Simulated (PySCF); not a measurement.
Several species in one continuum solvent.

All values: PBE0/def2-SVPD (PySCF, non-relativistic), each on one gas-phase PBE0-D3(BJ)/def2-SVP geometry that isn't relaxed in the solvent. The solvent is an IEF-PCM continuum (Bondi radii, 1.10 Å for H, scaled by 1.2). Specific hydrogen bonds and non-electrostatic terms are outside this model. Spin–orbit coupling is left out although an atom past zinc is present.

**Question.** Order them by E(solvent) − E(gas) in benzene (ε = 2.271), most negative first (kcal/mol).
A. `[CH3:1][CH2:2][CH2:3][CH2:4][CH2:5][CH:6]=[O:7]` with C1–C2–C3–C4 179°, C2–C3–C4–C5 180°, C3–C4–C5–C6 179°, C4–C5–C6–O7 -1°
B. `[CH2:1]=[C:2]([CH2:3][CH2:4][CH3:5])[O:6][CH3:7]` with C1–C2–C3–C4 115°, C2–C3–C4–C5 178°, C1–C2–O6–C7 0°
C. benzo[b]selenophene (`c12cc[se]c2cccc1`)

**Answer.** A (-2.2), C (-1.7), B (-1.3).

```tsv
SMILES	charge	ΔE (kcal/mol)	polarisation term (kcal/mol)	HOMO shift (eV)	dipole gas (D)	dipole solvent (D)	atoms	lowest singlet, gas (eV)	lowest singlet, solvent (eV)
CCCCCC=O	0	-2.2	-2.5	-0.02	2.73	3.11	19	4.38	4.42
c1ccc2[se]ccc2c1	0	-1.7	-1.8	0.00	0.52	0.61	15	4.51	4.48
C=C(CCC)OC	0	-1.3	-1.3	-0.02	0.61	0.66	19	6.21	6.24
```

The polarisation term is half the interaction of the solute with the induced surface charges. Singlets are vertical TDDFT energies (frozen core, non-equilibrium response), the lowest in each medium.
